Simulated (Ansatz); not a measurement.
C4H9 (SMILES [CH2-]C(C)C), charge -1, singlet, geometry from GFN2-xTB (a gas-phase anion, which may not be bound at this level); HSE06/3-21G in Ansatz (a program for electronic structure).

Ansatz was given this input:
Ansatz 0.2 input:
```yaml
crystal:
  periodic: [false, false, false]
  atoms:
    - {symbol: C, position_ang: [0.00360706, 0.07275878, 0.35852744]}
    - {symbol: H, position_ang: [0.01413019, -0.02455558, 1.49184561]}
    - {symbol: C, position_ang: [0.00197210, 1.48905250, -0.21294948]}
    - {symbol: H, position_ang: [-0.87836911, 2.02265113, 0.26479170]}
    - {symbol: H, position_ang: [0.89409793, 2.01789160, 0.24792523]}
    - {symbol: C, position_ang: [1.24251803, -0.68650164, -0.13018073]}
    - {symbol: H, position_ang: [1.27251834, -0.67330054, -1.21910898]}
    - {symbol: H, position_ang: [2.14853428, -0.20354655, 0.23586489]}
    - {symbol: H, position_ang: [1.24765967, -1.73021109, 0.20964392]}
    - {symbol: C, position_ang: [-1.24843893, -0.67981278, -0.10647724]}
    - {symbol: H, position_ang: [-1.29908454, -0.66639513, -1.19463808]}
    - {symbol: H, position_ang: [-1.25271749, -1.72349693, 0.23343705]}
    - {symbol: H, position_ang: [-2.14471882, -0.19201806, 0.27671870]}
basis:
  gaussian:
    orbitals: 3-21G.json
hamiltonian:
  xc: hse06
total_charge: -1
```
The basis file holds 3-21G in the JSON format of the Basis Set Exchange.

Question: Predict the main parts of the log of this Ansatz run.

Answer: 
```
Functional definition: HSE06
697 factors; integrals over basis functions are off by at most 1.0e-3 eV
116 factors; integrals over basis functions are off by at most 2.7e-7 eV
mean field evaluation 1: about -4259.8652 eV, gradient 3.6e1 eV
mean field evaluation 2: about -4255.6033 eV, gradient 4.9e1 eV
mean field evaluation 4: about -4263.1108 eV, gradient 2.6e0 eV
mean field evaluation 8: about -4263.2012 eV, gradient 9.8e-2 eV
mean field evaluation 16: about -4263.2012 eV, gradient 2.2e-5 eV
mean field -4263.20119227 eV, -156.6697541144 hartree, gradient 2.2e-5 eV, S^2 0.000000; 0 other end points of the search recorded, 0 dependent functions left out
reference -4263.20121253 eV, -156.6697548589 hartree; 17, 17 occupied and 37, 37 virtual orbitals, 697 factors
Total energy: -4263.20121253 eV, -156.6697548589 hartree
```
